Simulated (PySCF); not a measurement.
BiBr3 (SMILES [Br][Bi]([Br])[Br]), singlet, at a GFN2-xTB geometry (such geometries of metal compounds can be far from the true shape) (core potentials on Bi); PySCF with TPSS/def2-SV(P).

PySCF was given this input:
```python
from pyscf import gto, scf, dft

mol = gto.M(
    atom='''
Bi    0.00161438    0.00205729    0.76455345
Br   -1.68714961   -1.43917361   -0.59693332
Br   -0.40330196    2.17716175   -0.60937517
Br    2.08662318   -0.74286685   -0.60677541
''',
    basis='def2-sv(p)',
    ecp={'Bi': 'def2-sv(p)'},
    verbose=4,
)

mf = dft.RKS(mol)
mf.xc = 'tpss'
mf.kernel()
```

It wrote (shortened):

```
PySCF version 2.14.0

[INPUT] verbose = 4
[INPUT] num. atoms = 4
[INPUT] num. electrons = 128
[INPUT] charge = 0
[INPUT] spin (= nelec alpha-beta = 2S) = 0
[INPUT] symmetry False subgroup None
[INPUT] Mole.unit = angstrom
[INPUT] Symbol           X                Y                Z      unit          X                Y                Z       unit  Magmom
[INPUT]  1 Bi     0.001614380000   0.002057290000   0.764553450000 AA    0.003050736061   0.003887714659   1.444796628091 Bohr   0.0
[INPUT]  2 Br    -1.687149610000  -1.439173610000  -0.596933320000 AA   -3.188250694067  -2.719643968602  -1.128040489427 Bohr   0.0
[INPUT]  3 Br    -0.403301960000   2.177161750000  -0.609375170000 AA   -0.762130249900   4.114239436379  -1.151552178410 Bohr   0.0
[INPUT]  4 Br     2.086623180000  -0.742866850000  -0.606775410000 AA    3.943146335369  -1.403814893518  -1.146639344021 Bohr   0.0

nuclear repulsion = 997.471291861846
number of shells = 46
number of NR pGTOs = 283
number of NR cGTOs = 122
basis = def2-sv(p)
ecp = {'Bi': 'def2-sv(p)'}

******** <class 'pyscf.dft.rks.RKS'> ********
method = RKS
initial guess = minao
damping factor = 0
level_shift factor = 0
DIIS = <class 'pyscf.scf.diis.CDIIS'>
diis_start_cycle = 1
diis_space = 8
diis_damp = 0
SCF conv_tol = 1e-09
SCF conv_tol_grad = None
SCF max_cycles = 50
direct_scf = True
direct_scf_tol = 1e-13
XC library pyscf.dft.libxc version 7.1.2
    S. Lehtola, C. Steigemann, M. J. T. Oliveira, and M. A. L. Marques,  SoftwareX 7, 1–5 (2018)
XC functionals = tpss
    J. Tao, J. P. Perdew, V. N. Staroverov, and G. E. Scuseria,  Phys. Rev. Lett. 91, 146401 (2003)
    J. P. Perdew, J. Tao, V. N. Staroverov, and G. E. Scuseria,  J. Chem. Phys. 120, 6898 (2004)
    J. Tao, J. P. Perdew, V. N. Staroverov, and G. E. Scuseria,  Phys. Rev. Lett. 91, 146401 (2003)
    J. P. Perdew, J. Tao, V. N. Staroverov, and G. E. Scuseria,  J. Chem. Phys. 120, 6898 (2004)
radial grids:
    Treutler-Ahlrichs [JCP 102, 346 (1995); DOI:10.1063/1.469408] (M4) radial grids

becke partition: Becke, JCP 88, 2547 (1988); DOI:10.1063/1.454033
pruning grids: <function nwchem_prune>
grids dens level: 3
symmetrized grids: False
atomic radii adjust function: <function treutler_atomic_radii_adjust>
small_rho_cutoff = 0
Set gradient conv threshold to 3.16228e-05
Initial guess from minao.
tot grids = 84720
init E= -7906.55035820299
  HOMO = -0.596703203604714  LUMO = -0.570923541799233  gap/eV = 0.70150
cycle= 1 E= -7933.03526512107  delta_E= -26.5  |g|= 2.98  |ddm|= 13.7
  HOMO = 0.171993068515201  LUMO = 0.204428258512883  gap/eV = 0.88261
cycle= 2 E= -7925.56018622265  delta_E= 7.48  |g|= 7.21  |ddm|= 13.7
  HOMO = -0.161050910959517  LUMO = 0.0696693388659816  gap/eV = 6.27822
cycle= 3 E= -7935.03040831931  delta_E= -9.47  |g|= 1.58  |ddm|= 10.5
  HOMO = -0.234627428038321  LUMO = -0.102166757942818  gap/eV = 3.60444
cycle= 4 E= -7935.91724924062  delta_E= -0.887  |g|= 0.452  |ddm|= 3.06
  HOMO = -0.261648752717186  LUMO = -0.114572310540701  gap/eV = 4.00215
cycle= 5 E= -7935.97335083973  delta_E= -0.0561  |g|= 0.132  |ddm|= 0.748
  HOMO = -0.257076388151255  LUMO = -0.111379754986747  gap/eV = 3.96461
cycle= 6 E= -7935.97607281796  delta_E= -0.00272  |g|= 0.0203  |ddm|= 0.143
  HOMO = -0.256960420933263  LUMO = -0.11186583628975  gap/eV = 3.94822
cycle= 7 E= -7935.97614360012  delta_E= -7.08e-05  |g|= 0.00476  |ddm|= 0.0225
  HOMO = -0.256548664019731  LUMO = -0.111319382095585  gap/eV = 3.95189
cycle= 8 E= -7935.97615026153  delta_E= -6.66e-06  |g|= 0.00148  |ddm|= 0.00629
  HOMO = -0.256697734368423  LUMO = -0.111353299701098  gap/eV = 3.95502
cycle= 9 E= -7935.97615095313  delta_E= -6.92e-07  |g|= 0.000383  |ddm|= 0.00274
  HOMO = -0.256698808469662  LUMO = -0.111364320282506  gap/eV = 3.95475
cycle= 10 E= -7935.97615099533  delta_E= -4.22e-08  |g|= 0.000192  |ddm|= 0.000897
  HOMO = -0.256694512787124  LUMO = -0.11136799224893  gap/eV = 3.95454
cycle= 11 E= -7935.97615100764  delta_E= -1.23e-08  |g|= 3.86e-05  |ddm|= 0.000383
  HOMO = -0.256694838344677  LUMO = -0.111368206890457  gap/eV = 3.95454
cycle= 12 E= -7935.97615100819  delta_E= -5.49e-10  |g|= 6.1e-06  |ddm|= 6.46e-05
  HOMO = -0.25669518247687  LUMO = -0.111367215484515  gap/eV = 3.95458
Extra cycle  E= -7935.97615100816  delta_E= 3.46e-11  |g|= 1.06e-05  |ddm|= 2.71e-05
converged SCF energy = -7935.97615100816
```
